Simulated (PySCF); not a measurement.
System: tribromo(chloro)silane, sum formula SiBr₃Cl (charge 0, singlet). SMILES: Cl[Si](Br)(Br)Br
Geometry from a B3LYP-D3(BJ)/def2-TZVP (Ansatz) optimisation:
```xyz
5

Cl     0.0578    -0.1187     2.3412
Si     0.0076    -0.0155     0.3060
Br    -1.1990    -1.6888    -0.4772
Br     2.0651    -0.1502    -0.4798
Br    -0.8972     1.9028    -0.3026
```
Charge 0, spin multiplicity 1.

Dispersion corrections to the total energy (kcal/mol) from the dftd3 and dftd4 libraries through PySCF: D3(BJ) without and D4 with the three-body term, each with the damping fitted for the functional named.

```
functional  D3(BJ)      D4
----------  ------  ------
revPBE      -13.70     ___
LC-wPBE        ___   -8.26
B2PLYP       -7.04   -5.00
HF          -42.00  -20.60
B2GP-PLYP    -8.54     ___
B3LYP       -12.79  -11.98
TPSSh        -8.14   -8.67
```

Task: Complete the blanks.

Result: 
- revPBE, D4: -15.78
- LC-wPBE, D3(BJ): -7.42
- B2GP-PLYP, D4: -3.15
